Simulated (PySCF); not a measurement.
PySCF input (BP86/6-31G* with LANL2DZ past Ar (5d)):

```python
from pyscf import gto, dft

mol = gto.M(
    atom='''
    Br    1.48281200    0.27214200    0.11492200
    C    -0.40540900   -0.01641600   -0.03416900
    C    -1.40059300    0.89345500   -0.16308900
    C    -2.59021500    0.09244100   -0.22766700
    C    -2.30234600   -1.26131900   -0.13867700
    O    -0.85419200   -1.27752600   -0.01307400
    H    -1.27898800    1.96488400   -0.20339700
    H    -3.59453800    0.48140400   -0.33268100
    ''',
    basis={'default': '6-31g*', 'Br': 'lanl2dz'},
    ecp={'Br': 'lanl2dz'},
    charge=-1,
    spin=0,
    verbose=4,
)

mf = dft.RKS(mol, xc='bp86')
mf.grids.level = 3
mf.conv_tol = 1e-9
mf.max_cycle = 100
mf.max_memory = 1500
mf.kernel()
if not mf.converged:
    mf = mf.newton()
    mf.kernel(mf.make_rdm1())
mf.dip_moment()
```

From the output:

```
method = RKS
initial guess = minao
damping factor = 0
level_shift factor = 0
DIIS = <class 'pyscf.scf.diis.CDIIS'>
diis_start_cycle = 1
diis_space = 8
diis_damp = 0
SCF conv_tol = 1e-09
SCF conv_tol_grad = None
SCF max_cycles = 100
direct_scf = True
direct_scf_tol = 1e-13
XC library pyscf.dft.libxc version 7.1.2
    S. Lehtola, C. Steigemann, M. J. T. Oliveira, and M. A. L. Marques,  SoftwareX 7, 1–5 (2018)
XC functionals = bp86
    A. D. Becke,  Phys. Rev. A 38, 3098 (1988)
    J. P. Perdew,  Phys. Rev. B 33, 8822 (1986)
    J. P. Perdew,  Phys. Rev. B 34, 7406–7406 (1986)
radial grids:
    Treutler-Ahlrichs [JCP 102, 346 (1995); DOI:10.1063/1.469408] (M4) radial grids

becke partition: Becke, JCP 88, 2547 (1988); DOI:10.1063/1.454033
pruning grids: <function nwchem_prune>
grids dens level: 3
symmetrized grids: False
atomic radii adjust function: <function treutler_atomic_radii_adjust>
small_rho_cutoff = 0
Set gradient conv threshold to 3.16228e-05
Initial guess from minao.
tot grids = 110600
init E= -231.892682194083
  HOMO = -0.0325230345930049  LUMO = -0.0160839145845654  gap/eV = 0.44733
cycle= 1 E= -236.958964829729  delta_E= -5.07  |g|= 2.88  |ddm|= 5.44
  HOMO = 0.514523427380649  LUMO = 0.559465086728564  gap/eV = 1.22292
cycle= 2 E= -213.003023403322  delta_E=   24  |g|= 6.13  |ddm|= 68.3
  HOMO = 0.128448169082056  LUMO = 0.178849924838975  gap/eV = 1.37150
cycle= 3 E= -241.285388541571  delta_E= -28.3  |g|= 1.39  |ddm|= 67.8
  HOMO = 0.0547214814832415  LUMO = 0.0836899372799422  gap/eV = 0.78827
cycle= 4 E= -240.944517383543  delta_E= 0.341  |g|=    2  |ddm|= 3.78
  HOMO = 0.0188050372789732  LUMO = 0.182940737578342  gap/eV = 4.46636
cycle= 5 E= -241.882191034246  delta_E= -0.938  |g|= 0.523  |ddm|= 3.21
  HOMO = 0.0742285572415646  LUMO = 0.149413725114577  gap/eV = 2.04589
cycle= 6 E= -241.928155533143  delta_E= -0.046  |g|= 0.373  |ddm|= 1.23
  HOMO = 0.0418802420103574  LUMO = 0.140891690861668  gap/eV = 2.69424
cycle= 7 E= -241.963333916155  delta_E= -0.0352  |g|= 0.0716  |ddm|= 0.568
  HOMO = 0.047193185723728  LUMO = 0.146704634471945  gap/eV = 2.70784
cycle= 8 E= -241.964270208756  delta_E= -0.000936  |g|= 0.0326  |ddm|= 0.0796
  HOMO = 0.0497930926707362  LUMO = 0.146888882772181  gap/eV = 2.64211
cycle= 9 E= -241.964531392664  delta_E= -0.000261  |g|= 0.0176  |ddm|= 0.0501
  HOMO = 0.0503888103734695  LUMO = 0.145193151700802  gap/eV = 2.57976
cycle= 10 E= -241.964607196147  delta_E= -7.58e-05  |g|= 0.0105  |ddm|= 0.0432
  HOMO = 0.0503620577734551  LUMO = 0.145091929302019  gap/eV = 2.57773
cycle= 11 E= -241.964634063328  delta_E= -2.69e-05  |g|= 0.00348  |ddm|= 0.0125
  HOMO = 0.050167824956052  LUMO = 0.145287979927573  gap/eV = 2.58835
cycle= 12 E= -241.964637468244  delta_E= -3.4e-06  |g|= 0.000708  |ddm|= 0.00601
  HOMO = 0.0501942678255851  LUMO = 0.145305140524119  gap/eV = 2.58810
cycle= 13 E= -241.964637581566  delta_E= -1.13e-07  |g|= 6.2e-05  |ddm|= 0.001
  HOMO = 0.0501941275335618  LUMO = 0.145299193110414  gap/eV = 2.58794
cycle= 14 E= -241.964637582793  delta_E= -1.23e-09  |g|= 8.24e-06  |ddm|= 0.000137
  HOMO = 0.0501952305292868  LUMO = 0.145298745302398  gap/eV = 2.58790
cycle= 15 E= -241.964637582811  delta_E= -1.78e-11  |g|= 3.91e-06  |ddm|= 2.44e-05
  HOMO = 0.0501939679023664  LUMO = 0.145299523100153  gap/eV = 2.58795
Extra cycle  E= -241.96463758277  delta_E= 4.06e-11  |g|= 1.21e-05  |ddm|= 2.86e-05
converged SCF energy = -241.96463758277

WARN: System has nonzero charge -1; the dipole moment is origin-dependent.
Location of origin: [0. 0. 0.]

Dipole moment(X, Y, Z, Debye):  5.96064,  3.91403,  0.32829
```

The dipole moment of an ion depends on the origin.

The geometry given is a B3LYP-D3(BJ)/def2-TZVP minimum.
